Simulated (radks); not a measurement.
All-electron atom: Ca2+ in [Ne] 3s2 3p5 5f1 (not the ground configuration). All-electron calculation, non-relativistic Kohn-Sham, r2SCAN, spin-unpolarised, spherical densities, point nucleus; meta-GGA in the generalised Kohn-Sham scheme. Program: a radial shooting solver on a logarithmic mesh with Libxc functionals. Some entries of the table are withheld. Estimate them.

orbital  occ.  eigenvalue (hartree)  r(max) (bohr)  <1/r> (bohr^-1)
1s          2             -146.2243        0.05082            19.53
2s          2             -16.51784         0.3015            4.027
2p          6             -13.63656         0.2475            3.941
3s          2              -2.83241         0.9868            1.229
3p          5              -2.09321          1.029              (1)
5f          1                   (2)            (3)           0.1224

Answer. 
(1) 3p <1/r> (bohr^-1): 1.122
(2) 5f eigenvalue (hartree): -0.14994
(3) 5f r(max) (bohr): 11.07
